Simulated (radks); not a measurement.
Problem. The mean radii <r> (bohr) of the occupied orbitals of an atom or ion are listed with their occupations. Method: non-relativistic Kohn-Sham, RPBE, spin-polarised, spherical densities, point nucleus; computed with a radial shooting solver on a logarithmic mesh with Libxc functionals.

| orbital | occ. | <r> |
|---|---|---|
| 1s up | 1 | 0.1116 |
| 1s down | 1 | 0.1116 |
| 2s up | 1 | 0.5691 |
| 2s down | 1 | 0.5692 |
| 2p up | 3 | 0.5377 |
| 2p down | 3 | 0.5378 |
| 3s up | 1 | 2.172 |
| 3s down | 1 | 2.179 |
| 3p up | 2 | 2.745 |

Name the element and its charge. Open shells, if any, are filled with parallel spins first.

Solution. Z = 14, silicon, charge 0: Si in [Ne] 3s2 3p2. The 1s radius gives Z: for a bare nucleus <r> = 1.5/Z, 0.1071 bohr for Z = 14, and screening makes it slightly larger (0.1116 here). The occupations add up to 14, and the charge is Z minus that.
